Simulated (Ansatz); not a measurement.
Cost and result up the ladder for Zr2O6H4 (the lowest singlet isomer of a short search) (12 atoms). The state is a singlet with charge 0. Geometry: r2SCAN-D4/def2-SVP.

```tsv
atom	x (Å)	y (Å)	z (Å)
Zr1	-1.367	0.802	1.536
Zr2	0.546	-0.292	-0.866
O3	-0.670	1.325	-0.877
O4	0.575	-0.204	1.238
O5	-2.332	-0.193	2.618
O6	2.196	0.453	-1.521
O7	0.309	-2.045	-1.640
O8	-1.543	0.150	-0.500
H9	2.904	0.965	-1.920
H10	0.967	-0.811	1.882
H11	-1.428	2.600	2.150
H12	-0.158	-2.749	-2.099
```

Ansatz on 4 threads of Arm Neoverse V1 on a shared host. Times are rough, and most runs start from the orbitals of an earlier one. PBE0-D4/def2-TZVPD serves as the yardstick here, not as an exact answer. Differences are given only for rows in sets of like size (and for xTB, whose basis is part of the method), since another set adds its own error. Binding counts from free atoms at the same level (Zr triplet, O triplet, H doublet; other spins of the atoms weren't run), without zero-point energy or a counterpoise term.

In the def2 sets Zr takes a core potential; there is no spin–orbit coupling. B3LYP takes the VWN-RPA correlation. Correlated methods freeze 6 core orbitals; core or outer-core shells of Zr are correlated, in sets that lack core-valence functions. The rows differ in basis, and correlated rows in double-zeta sets carry the largest basis error. The structure holds one bond between oxygen atoms, so isomers without such links may lie far lower. The structure comes from a short search, and lower isomers may exist.

Correlated methods converge slowly with the basis, most of all in double-zeta sets.

| level | functions | wall time | binding energy per atom (eV) | difference from PBE0-D4/def2-TZVPD (eV) | remarks |
| --- | --- | --- | --- | --- | --- |
| PBE0-D4/def2-SVP | 166 | 3.7 s | 4.55 | – | – |
| BLYP-D4/def2-TZVP (with forces) | 290 | 6.5 s | 4.65 | 0.16 | – |
| B3LYP-D4/def2-TZVP | 290 | 7.5 s | 4.52 | 0.02 | – |
| PBE0-D4/def2-TZVP | 290 | 8 s | 4.49 | 0.00 | – |
| BLYP-D4/def2-TZVPD | 356 | 9 s | 4.64 | 0.15 | – |
| MP2/def2-TZVP | 290 | 9.5 s | 4.66 | 0.17 | test for broken spin undecided |
| PBE0-D4/def2-TZVPD | 356 | 12 s | 4.49 | 0.00 | – |
| CCSD(T)/def2-SVP | 166 | 3.1 min | 4.35 | – | test for broken spin undecided |
